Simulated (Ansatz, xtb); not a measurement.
## Ranking isomers of H4N3Sn

7 gas-phase structures of H4N3Sn, found in a search over its isomers (lower ones may exist). Each was relaxed with GFN2-xTB:

A. `N/[N]=[Sn]/[NH2]`, a doublet
B. `[H]/N=[N]\[SnH][NH2]`, a doublet
C. `[H]/[N]=[Sn]/[NH]N`, a doublet
D. a doublet given by its coordinates
E. a doublet given by its coordinates
F. `[NH]=[Sn][NH]N`, a doublet
G. `[NH2][Sn]1[NH][NH]1`, a doublet

D (Å):

```xyz
8

N    -3.0082   -0.4890   -2.0820
N    -2.4506   -1.4588   -1.3961
N    -0.1020    0.2655   -0.4286
Sn   -0.7203   -1.6598   -0.1614
H    -2.4520    0.3612   -1.9625
H    -3.0219   -2.2954   -1.5256
H    -0.5443    0.9687   -1.0048
H     0.7222    0.6806   -0.0196
```

Close contacts (Å): N1–N2 1.31, N2–Sn4 2.14, N3–Sn4 2.04, N1–H5 1.02, N2–H6 1.02, N3–H7 1.01, N3–H8 1.01.

E (Å):

```xyz
8

N     0.4151    0.0345   -0.6679
N    -2.0344   -1.8541   -0.3431
N    -1.2877   -2.8229   -0.8010
Sn   -1.5297    0.1324    0.0242
H     1.0516    0.8177   -0.6607
H    -0.3710   -2.6397   -1.2036
H     0.9359   -0.7640   -1.0019
H    -1.7534   -3.6790   -1.0826
```

Close contacts (Å): N1–Sn4 2.07, N2–N3 1.31, N2–Sn4 2.08, N1–H5 1.01, N1–H7 1.01, N3–H6 1.02, N3–H8 1.01.

Q: Estimate their order in r2SCAN-D4/def2-SVP energy at these geometries, lowest first.

A: Calculated order at r2SCAN-D4/def2-SVP: D (0.000), G (0.233), E (0.418), A (0.546), B (1.097), C (1.608), F (1.651) eV. Less than 1 kcal/mol parts C and F, so the order within that pair means little.

Energies above the lowest of each column, in eV; the last columns are at PBE0-D3(BJ)/def2-SVP geometries and were run for some of them only (a dash: not run or not comparable):

```csv
structure,GFN2-xTB,HF/STO-3G,r2SCAN-D4/def2-SVP,PBE0-D3(BJ)/def2-SVP,CCSD(T)/def2-SVP + ΔMP2/def2-TZVPP
D,0.024,0.000,0.000,0.000,0.000
G,0.000,0.115,0.233,0.215,0.106
E,0.275,0.746,0.418,–,–
A,0.326,0.539,0.546,–,–
B,1.044,2.089,1.097,–,–
C,0.862,2.205,1.608,–,–
F,0.862,2.274,1.651,–,–
```

CCSD(T)/def2-SVP + ΔMP2/def2-TZVPP puts D lowest of those it was run on; GFN2-xTB picks G. Some further structures that were screened fall inside this span and aren't listed. Flexible structures stand in one conformer each, not always the lowest. Frequencies (PBE0-D3(BJ)/def2-SVP) were run for D, G alone. Open shells are spin-unrestricted, some with notable spin contamination. Atoms past krypton carry core potentials in the def2 sets, without spin–orbit terms. ΔMP2 is the change of the MP2 energy from the smaller to the larger basis.

Over these structures GFN2-xTB departs from r2SCAN-D4/def2-SVP by 0.262 eV on average once a common shift is removed. A GFN2-xTB relaxation took about 1.6 s and the r2SCAN-D4/def2-SVP energy about 7.3 s on a shared host (Ansatz 0.2.0, xtb 6.7.1).
